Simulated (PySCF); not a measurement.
The free ion Mo2+ in its d4 configuration.

Method (PySCF 2.14, density fitting): CASSCF(4,5) with orbitals averaged over all microstates of the shell, strongly contracted NEVPT2 on the averaged canonical orbitals; basis x2c-TZVPall; spin-free X2C; gas phase; spin-orbit coupling by state interaction with the mean-field operator over all roots.

CASSCF energies above the lowest CASSCF root:

```csv
state,CASSCF / cm⁻¹
5D,0
3H,15100
3P,16980
3F,17365
3G,18896
1I,22650
1G,24013
3D,24210
1S,27929
1D,29633
1F,34038
3F,40103
3P,40488
1G,45518
1D,61156
1S,79457
```

Task: How does dynamic correlation (SC-NEVPT2) move these states?

Result: 
```csv
state,NEVPT2 / cm⁻¹,shift / cm⁻¹
5D,0,0
3H,13960,-1140
3P,14597,-2384
3F,15274,-2091
3G,16804,-2092
1I,20971,-1678
1G,21245,-2767
3D,20896,-3314
1S,23873,-4056
1D,25752,-3880
1F,29621,-4417
3F,35388,-4715
3P,35325,-5163
1G,40285,-5233
1D,53153,-8003
1S,69401,-10055
```

In the ligand-field fit B goes from 759 to 650 cm⁻¹, C goes from 3016 to 2713 cm⁻¹.
